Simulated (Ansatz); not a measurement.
Geometry optimisation, Ansatz 0.2.0, RKS BHLYP/def2-SVP.

Input file:

```yaml
crystal:
  periodic: [false, false, false]
  atoms:
    - { symbol: Ga, position_ang: [-0.036792, 0.403102, 0.083758] }
    - { symbol: Cl, position_ang: [0.023371, 0.91084, 2.224069] }
    - { symbol: Cl, position_ang: [1.776338, 0.154246, -0.99678] }
    - { symbol: Cl, position_ang: [-1.901188, 0.324031, -0.930031] }
    - { symbol: Si, position_ang: [0.143558, -2.946043, 1.168592] }
    - { symbol: H, position_ang: [-0.595609, -3.442214, -0.010805] }
    - { symbol: H, position_ang: [1.580228, -3.267179, 1.054827] }
    - { symbol: H, position_ang: [-0.43196, -3.484327, 2.418579] }
    - { symbol: H, position_ang: [0.007456, -1.475856, 1.223092] }
basis:
  gaussian: { orbitals: def2-SVP }
hamiltonian:
  xc: { name: BHLYP }
relax:
  f_tol: 0.03
  max_steps: 50
```

Run as:

```bash
$ ansatz run input.yaml --threads 4 --pin off --max-ram 5120MiB --backend cpu --events-out ev --progress --plain --runs-dir out
```

Question: Where does it end, and by what steps?

Answer: The run converged. After 14 steps the energy has fallen by 0.193 eV; Cl2 moved furthest, 0.69 Å.

| step | energy less start (eV) | largest force component (eV/Å) | accepted |
| --- | --- | --- | --- |
| 0 | 0.0000 | 1.162 | yes |
| 1 | -0.1184 | 0.514 | yes |
| 2 | -0.1493 | 0.118 | yes |
| 3 | -0.1618 | 0.111 | yes |
| 4 | -0.1664 | 0.036 | yes |
| 5 | -0.1681 | 0.032 | yes |
| 6 | -0.1704 | 0.041 | yes |
| 7 | -0.1818 | 0.041 | yes |
| 8 | -0.1851 | 0.107 | yes |
| 9 | -0.1845 | 0.275 | no |
| 10 | -0.1894 | 0.036 | yes |
| 11 | -0.1910 | 0.142 | yes |
| 12 | -0.1893 | 0.145 | no |
| 13 | -0.1923 | 0.036 | yes |
| 14 | -0.1925 | 0.022 | yes |

```xyz
9
Properties=species:S:1:pos:R:3
Ga -0.064 0.299 0.262
Cl 0.252 1.516 1.983
Cl 1.600 -0.216 -0.980
Cl -2.036 0.056 -0.519
Si 0.171 -2.937 1.083
H -0.209 -3.199 -0.317
H 1.594 -3.229 1.340
H -0.715 -3.643 2.030
H -0.028 -1.471 1.353
```

The run took 31 s on 4 threads of Arm Neoverse V2, with other jobs on the host, peak memory 0.37 GiB.
